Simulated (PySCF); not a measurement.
Compound: C6H6O2Si.
Numbering: `[O:1]=[C:2]([OH:3])[C:4]#[C:5][C:6]1=[CH:7][CH2:8][SiH2:9]1`

Cartesian coordinates in Å at the GFN2-xTB level; atoms count from 1:
```xyz
15
C6H6O2Si angstrom
O      3.9194   -1.4417   -0.0953
C      3.3922   -0.3618   -0.2058
O      4.0870    0.7714   -0.4152
C      1.9842   -0.1364   -0.1319
C      0.7809   -0.0161   -0.0593
C     -0.6019    0.0589    0.0338
C     -1.4200    1.1265   -0.0556
C     -2.8063    0.5829    0.1272
Si    -2.0297   -1.1764    0.3180
H      5.0340    0.5671   -0.4580
H     -1.1613    2.1614   -0.2222
H     -3.4487    0.7603   -0.7353
H     -3.3157    1.0046    0.9937
H     -2.1183   -1.7735    1.6468
H     -2.3003   -2.1191   -0.7627
```

NICS = −σ at a ghost point: NICS(0) at the centroid of the ring atoms, NICS(1) 1 Å to either side along the normal of their mean plane, zz for the tensor component along that normal. Level: GIAO PBE0/pcSseg-1 (PySCF, non-relativistic, gas phase) on the GFN2-xTB geometry, one conformer.

Ring bond lengths (Å), with Mayer bond orders in brackets: C6–C7 1.348 (1.71), C7–C8 1.500 (1.02), C8–Si9 1.933 (0.91), Si9–C6 1.909 (0.86).

Q: Give the NICS values of each ring in ppm.

A: 
```csv
ring,type,NICS(0),"NICS(1), two faces","NICS(1)zz, two faces",rms pucker (Å),"centre to ring atoms, mean (Å)"
C6–C7–C8–Si9,"4-membered ring with Si; formal bonds 1 double, 3 single",0.3,-2.2 / -2.2,3.1 / 3.0,0.00,1.18
```

Q: What do they say, and how far can they be read as aromaticity?

A: 
- C6–C7–C8–Si9: mean NICS(1)zz 3.0 ppm, deshielded. C8, Si9 have four or more neighbours, and the NICS criterion for π rings isn't applied.

Q: Give the inner angles of the rings and the Hirshfeld charges of the ring atoms.

A: 
- C6–C7–C8–Si9: C6 93.9° (-0.091 e), C7 105.4° (+0.001 e), C8 88.3° (-0.160 e), Si9 72.4° (+0.370 e); sum 360.0° against 360° for a flat convex ring.

Q: How shielded are the nuclei of the rings and their hydrogens (means over atoms taken as equivalent)?

A: 
```json
{"atoms": "C6", "environment": "fully substituted alkene carbon", "σ isotropic (ppm)": "53.9", "principal values of the symmetric part, first atom (ppm)": "-40.2, 52.6, 149.4"}
{"atoms": "C7", "environment": "alkene CH carbon", "σ isotropic (ppm)": "9.4", "principal values of the symmetric part, first atom (ppm)": "-112.9, 1.2, 139.8"}
{"atoms": "C8", "environment": "sp3 carbon bound to silicon", "σ isotropic (ppm)": "166.5", "principal values of the symmetric part, first atom (ppm)": "147.4, 167.6, 184.6"}
{"atoms": "Si9", "environment": "SiH2 silicon", "σ isotropic (ppm)": "381.6", "principal values of the symmetric part, first atom (ppm)": "350.1, 365.6, 429.0"}
{"atoms": "H11", "environment": "vinylic hydrogen", "σ isotropic (ppm)": "24.02", "principal values of the symmetric part, first atom (ppm)": "22.4, 23.4, 26.3"}
{"atoms": "H12 (×2)", "environment": "methylene hydrogen", "σ isotropic (ppm)": "29.66", "principal values of the symmetric part, first atom (ppm)": "26.4, 27.2, 35.4"}
{"atoms": "H14 (×2)", "environment": "Si–H hydrogen", "σ isotropic (ppm)": "26.58", "principal values of the symmetric part, first atom (ppm)": "24.1, 24.6, 31.0"}
```

On one thread of an Arm Neoverse N1, no GPU, shared host with 64 logical CPUs at a one-minute load of 60, this took 53 s and 0.83 GiB of memory at its peak. This is the whole shielding run at PBE0/pcSseg-1, SCF included.
